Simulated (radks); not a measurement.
Task: All-electron atom: Sr+ in [Kr] 5s1 (the NIST ground configuration). All-electron calculation, scalar-relativistic Kohn-Sham, r2SCAN, spin-unpolarised, spherical densities, finite nucleus; meta-GGA in the generalised Kohn-Sham scheme; Fermi nuclear charge, rms radius 4.224 fm. Program: a radial shooting solver on a logarithmic mesh with Libxc functionals. Some entries of the table are withheld. Estimate them.

orbital  occ.  eigenvalue (eV)  <r> (bohr)  <1/r> (bohr^-1)
1s          2        -15982.39     0.03917            38.99
2s          2        -2180.491      0.1723              (1)
2p          6        -1935.904      0.1504            8.497
3s          2        -347.6507      0.4909            2.925
3p          6        -267.8266      0.4977            2.765
3d         10              (2)      0.4983            2.506
4s          2         -48.6587       1.359           0.9852
4p          6         -29.9095       1.558           0.8497
5s          1          -8.2160       4.008           0.3151
4d          0          -6.4293       2.808           0.4807
5p          0          -5.2150       4.767           0.2617

Result: 
(1) 2s <1/r> (bohr^-1): 8.719
(2) 3d eigenvalue (eV): -136.5381
